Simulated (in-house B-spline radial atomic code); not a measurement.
## Ionising Sc with different functionals

Computed with an all-electron radial atomic-structure program (B-spline basis): scalar-relativistic (spin-free X2C) Hamiltonian, Fermi nucleus of rms radius 3.5459 fm, spin-polarised at highest spin, spherical fractional occupations for the functionals, and exact exchange of hybrids averaged over the configuration. The ionisation energy is the difference of two self-consistent energies, [Ar] 3d1 4s2 → [Ar] 3d1 4s1, without Breit or QED terms; ε is the level of the shell that loses the electron (its least bound occupied spin orbital).

| method | rung | ΔSCF (eV) | -ε(4s) (eV) |
| --- | --- | --- | --- |
| PBE0 | global hybrid | 6.36 | 4.61 |
| B3LYP | global hybrid | 6.58 | 4.52 |
| TPSSh | global hybrid | 6.33 | 4.26 |
| BHandHLYP | global hybrid | 6.38 | 5.08 |
| r2SCAN0 | global hybrid | 6.20 | 4.63 |
| B97-1 | global hybrid | 6.68 | 4.48 |
| HSE06 | range-separated hybrid | ? | ? |
| wB97X | range-separated hybrid | ? | ? |
| CAM-B3LYP | range-separated hybrid | 6.52 | 5.52 |
| LC-wPBE | range-separated hybrid | 6.18 | 6.32 |

Task: What does wB97X give?

Result: ΔSCF 6.70 eV, and -ε(4s) = 6.38 eV.

Task: What does HSE06 give?

Result: ΔSCF 6.36 eV, and -ε(4s) = 4.25 eV.

Task: Among the functionals, which spreads more, the ΔSCF values or the orbital energies?

Result: The orbital energies: ΔSCF values span about 0.52 eV and the orbital energies 2.13 eV; here energy differences depend much less on the functional than eigenvalues do.

Task: How do they compare with the NIST value?

Result: NIST lists 6.561 eV (measured, ground level to ground level). Errors run from -0.39 to +0.14 eV; B3LYP is closest (+0.02 eV), but part of that can be cancellation, since the calculations leave out spin-orbit coupling, Breit-QED terms, multiplet and fine-structure energies.
